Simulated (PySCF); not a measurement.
C4H9ClO2Si2.
Geometry (GFN2-xTB, Å), atoms numbered from 1 in this order:
```
atom  x, y, z in Å
C1    -2.078   -1.758    0.555
C2    -1.738   -0.606    0.006
Si3   -2.270    1.220    0.122
O4    -1.138    1.496   -1.081
Si5   -0.475   -0.007   -1.283
Cl6   -0.693   -0.587   -3.194
C7     1.358   -0.023   -0.790
O8     1.390    0.204    0.603
C9     2.691    0.306    1.120
H10   -1.595   -2.689    0.295
H11   -2.863   -1.826    1.294
H12   -3.575    1.557   -0.427
H13   -1.863    1.937    1.316
H14    1.838   -0.980   -1.034
H15    1.918    0.761   -1.318
H16    3.261   -0.615    0.943
H17    3.233    1.146    0.668
H18    2.591    0.471    2.191
```

Computed at PBE0/pcSseg-1 (PySCF, non-relativistic), with Q(17O) = −0.0256 b, Q(35Cl) = −0.0817 b: O4, 17O (I = 5/2): χzz = -5.438 MHz, η = 0.119; Cl6, 35Cl (I = 3/2): χzz = -37.09 MHz, η = 0.084; O8, 17O (I = 5/2): χzz = 12.62 MHz, η = 0.985.

(1) Find the zero-field quadrupole resonance frequencies of 17O at O4.

(2) Where would the pure quadrupole (NQR) lines of 35Cl at Cl6 fall for the rigid, isolated species?

(3) Where would the pure quadrupole (NQR) lines of 17O at O8 fall for the rigid, isolated species?

(4) Apply the simplest Townes–Dailey estimate (no s hybridisation, no π bonding), ionic character = 1 − χzz/χ0, where χ0 is the coupling for one missing p electron along the bond: −109.74 MHz for 35Cl.

Results:

(1) From the eigenvalues of H = χ/[4I(2I − 1)] × [3Iz² − I(I + 1) + η(Ix² − Iy²)], steps between neighbouring levels, labelled as for η = 0: ±1/2↔±3/2 0.828 MHz, ±3/2↔±5/2 1.627 MHz (siloxane oxygen).

(2) From ν = (|χ|/2)√(1 + η²/3): ν = 18.56 MHz (silicon-bound chlorine). For 37Cl the ratio of quadrupole moments, 0.7881, gives 14.63 MHz.

(3) From the eigenvalues of H = χ/[4I(2I − 1)] × [3Iz² − I(I + 1) + η(Ix² − Iy²)], steps between neighbouring levels, labelled as for η = 0: ±1/2↔±3/2 3.307 MHz, ±3/2↔±5/2 3.346 MHz (ether oxygen).

(4) Cl6 on Si5: 1 − (-37.09)/(-109.74) = 0.66. In this model a purely covalent bond gives χ0 and a free halide ion gives zero; s hybridisation or π bonding, where present, is counted here as ionic character.

In a crystal, neighbours and librations shift these lines. GFN2-xTB bond lengths can be off by several hundredths of an ångström, more for odd bonds, and the gradients follow them. The small basis limits the accuracy of the gradients.

One conformer stands for the species.
